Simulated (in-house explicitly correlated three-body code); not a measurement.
Computed with an exponentially correlated three-body code. Model: two electrons around a point charge, non-relativistic, variational in 260 exponentially correlated functions (energies converged to about 1e-7 hartree, or 1e-8 relative for large Z).

For two electrons in a singlet the Kohn-Sham orbital is the square root of half the density, so the exact Kohn-Sham potential and energy parts follow from the density alone, and exchange is minus half the Hartree energy. The Kohn-Sham level equals minus the binding energy of the second electron.

Command:
```bash
python run_hyl.py task.json out
```
Settings (lengths in bohr, energies in hartree):
```
Z                      1.035
interaction_strength   1
functions              260
states_tried           1
```

Cost of the run: 8.3 s on 1 thread of Arm Neoverse V1, on a shared host.

**Converged states only, values per electron or pair.**

Given: nuclear charge 1.035.

| term | mean r (bohr) | mean r squared (bohr²) | mean inverse r (1/bohr) | mean r12 (bohr) | mean inverse r12 (1/bohr) | mean cosine | mean p1 dot p2 (bohr⁻²) | delta r1 (bohr⁻³) | delta r12 (bohr⁻³) |
| --- | --- | --- | --- | --- | --- | --- | --- | --- | --- |
| 1 1S | 2.4995 | 9.8253 | 0.71993 | 4.0416 | 0.33653 | -0.10505 | 0.037484 | 0.1858 | 0.0035186 |

**Exact Kohn-Sham parts of the ground state from its density.**

Computed: total energy -0.576867336 hartree; Kohn-Sham kinetic 0.54836 hartree; DFT correlation energy -0.041319 hartree; kinetic part of the DFT correlation energy 0.028507 hartree; potential part of the DFT correlation energy -0.069826 hartree; exact minus restricted Hartree-Fock -0.039707 hartree; Kohn-Sham level -1.1226 eV; restricted Hartree-Fock level -1.622 eV.

(1) What is the Hartree energy?

(2) What is the exchange energy?

**Functionals on the exact density and self-consistent, errors are functional minus exact, hybrids only self-consistent, a dash where a self-consistent run leaves the top level unbound.**

```csv
result,exchange error (millihartree),correlation error (millihartree),functional driven error (millihartree),self consistent total error (millihartree),top level plus exact binding (eV)
LDA PW92,48.889,-32.929,15.961,-,-
BLYP,-12.528,10.312,-2.2152,-,-
PBEsol,12.041,2.0107,14.052,-,-
PBE,-8.5035,9.7438,1.2403,-,-
PW91,?,?,?,-,-
AM05,34.818,-22.883,11.935,-,-
revTPSS,-9.4057,4.3332,-5.0725,-,-
M06-L,-8.9035,10.744,1.84,-,-
wB97X,-,-,-,?,?
RPBE,-16.351,9.7438,-6.6074,-,-
LDA VWN5,48.889,-32.931,15.958,-,-
OLYP,-11.854,10.312,-1.5412,-,-
```

(3) What belongs in the row PW91?

(4) What belongs in the row wB97X?

**Density and exact potentials over r, pair density (one pair, times 4 pi r12^2) and exact minus Kohn-Sham pair density over r12.**

```csv
radius (bohr),radial density (electrons/bohr),exchange potential (hartree),intracule density (1/bohr),Coulomb hole against Kohn-Sham (1/bohr),correlation potential (hartree)
0.199,0.123,-0.70732,0.0020674,-0.005389,-0.068
0.239,0.16363,-0.70244,0.0030606,-0.007594,-0.064
0.286,0.21318,-0.69599,0.0045058,-0.01055,-0.059
0.344,0.27466,-0.68716,0.006718,-0.01466,-0.053
0.412,0.3443,-0.67581,0.0099295,-0.01996,-0.045
0.494,0.42144,-0.66109,0.014696,-0.02677,-0.036
0.593,?,?,?,?,?
0.712,0.5762,-0.61897,0.031916,-0.04476,-0.01
0.854,0.63615,-0.5909,0.046248,-0.0546,0.005
1.02,0.67138,-0.55873,0.065344,-0.06284,0.02
1.23,0.67551,-0.52003,0.091708,-0.06733,0.034
1.47,?,?,?,?,?
1.77,0.58055,-0.43406,0.15833,-0.052,0.052
2.12,0.49544,-0.38872,0.19184,-0.03031,0.051
2.55,0.39793,-0.34247,0.21697,-0.00268,0.044
3.05,0.30469,-0.29917,0.22406,0.02169,0.033
3.66,0.21926,-0.25779,0.20817,0.03588,0.021
4.4,0.14723,-0.21961,0.16999,0.03563,0.011
5.27,0.092231,-0.18622,0.12074,0.0248,0.005
6.33,0.052054,-0.15653,0.072548,0.01141,0.001
7.59,0.026239,-0.13122,0.036868,0.002372,0
9.11,0.011405,-0.1096,0.015594,-0.0011,0
10.9,0.0042438,-0.091699,0.0055775,-0.001291,0
13.1,0.0012494,-0.076327,0.0015843,-0.0006466,0
```

(5) What belongs in the row 0.593?

(6) What belongs in the row 1.47?

Answers

(1) 0.8127 hartree.

(2) -0.40635 hartree.

(3) exchange error (millihartree): -9.7291; correlation error (millihartree): 8.1204; functional driven error (millihartree): -1.6087.

(4) self consistent total error (millihartree): -1.9167; top level plus exact binding (eV): -0.47477.

(5) radial density (electrons/bohr): 0.50135; exchange potential (hartree): -0.6423; intracule density (1/bohr): 0.021728; Coulomb hole against Kohn-Sham (1/bohr): -0.03515; correlation potential (hartree): -0.024.

(6) radial density (electrons/bohr): 0.6449; exchange potential (hartree): -0.47932; intracule density (1/bohr): 0.12252; Coulomb hole against Kohn-Sham (1/bohr): -0.0646; correlation potential (hartree): 0.045.

The correlation energy of density-functional theory lies 1.6 millihartree below exact minus Hartree-Fock, because the Hartree-Fock density, unlike the exact one, minimises the Hartree-Fock energy.
